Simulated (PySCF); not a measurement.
Compound: C6H7P2 (charge -1).
Numbering: `[CH2:1]=[CH:2][c:3]1[p:4][cH:5][c:6]([CH3:7])[p-:8]1`

Geometry (GFN2-xTB, Å), atoms numbered from 1 in this order:
```
atom  x, y, z in Å
C1     3.2276   -0.7427    0.2825
C2     2.5046    0.3522    0.0394
C3     1.0736    0.4254   -0.0415
P4     0.3075    1.9720   -0.3526
C5    -1.3008    1.3175   -0.3056
C6    -1.4529   -0.0289   -0.0741
C7    -2.8122   -0.6701    0.0025
P8     0.0139   -0.9609    0.1536
H9     2.7470   -1.6952    0.4409
H10    4.3064   -0.7235    0.3304
H11    3.0155    1.3007   -0.1155
H12   -2.1569    1.9666   -0.4614
H13   -3.5656   -0.0285   -0.4586
H14   -2.8123   -1.6350   -0.5049
H15   -3.0999   -0.8417    1.0429
```

Probes without a nucleus sit at each ring's centroid and 1 Å off its mean plane on both sides; NICS is minus the shielding there, NICSzz its component along the normal. Level: GIAO PBE0/pcSseg-1 (PySCF, non-relativistic, gas phase) on the GFN2-xTB geometry, one conformer.

Ring bond lengths (Å), with Mayer bond orders in brackets: C3–P4 1.754 (1.24), P4–C5 1.737 (1.26), C5–C6 1.375 (1.50), C6–P8 1.753 (1.24), P8–C3 1.756 (1.23).

Task: Give the NICS values of each ring in ppm.

Result: 
```json
{"ring": "C3–P4–C5–C6–P8", "type": "5-membered ring with 2 P; formal bonds all aromatic", "NICS(0)": "-8.8", "NICS(1), two faces": "-9.6 / -9.4", "NICS(1)zz, two faces": "-23.1 / -22.5", "rms pucker (Å)": "0.00", "centre to ring atoms, mean (Å)": "1.42"}
```

Task: What do they say, and how far can they be read as aromaticity?

Result: 
- C3–P4–C5–C6–P8: mean NICS(1)zz -22.8 ppm, shielded.

Task: How equal are the bonds by HOMA? HOMA takes Krygowski's 1993 parameters.

Result: 
- C3–P4–C5–C6–P8: HOMA 0.73; the largest term is that of P8–C3, α(R − Ropt)² = 0.40.

Task: List the ring angles and the Hirshfeld charges of the ring atoms.

Result: 
- C3–P4–C5–C6–P8: C3 116.9° (-0.167 e), P4 93.9° (-0.137 e), C5 118.4° (-0.186 e), C6 116.7° (-0.098 e), P8 94.1° (-0.127 e); sum 540.0° against 540° for a flat convex ring.

The run took 27 s of wall time on one thread, Arm Neoverse V1, no GPU, on a shared host. This is the whole shielding run at PBE0/pcSseg-1, SCF included.
